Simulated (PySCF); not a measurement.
Coordinates in bohr (charge 0 multiplicity 4):
```
Co   -1.6920    0.0000   -1.1443
N    -4.4332    0.0000    0.0506
Br    2.0463    0.0000    0.8437
```

These are results of PySCF, UPBE0, basis Co def2-TZVP, N def2-TZVP, Br def2-TZVP (no relativity, density fitting), not measurements.

This geometry of BrCoN is a stationary point at this level.

**Question.** What is the point group?

**Answer.** Cs.

**Question.** Is it a minimum?

**Answer.** Yes: all harmonic wavenumbers are real.

**Question.** List the harmonic modes with their infrared intensities.

**Answer.** 
```json
{"symmetry": "a'", "ω (cm⁻¹)": "103", "IR (km/mol)": "6.9", "type": "bend"}
{"symmetry": "a'", "ω (cm⁻¹)": "317", "IR (km/mol)": "28.3", "type": "stretch"}
{"symmetry": "a'", "ω (cm⁻¹)": "835", "IR (km/mol)": "14.7", "type": "stretch"}
```

Other isomers or separated fragments may lie lower. With open d or f shells other occupations or spin states may lie lower. At this level a broken-symmetry Ms = 1/2 minimum of Cs symmetry lies 17 kJ/mol below this structure.
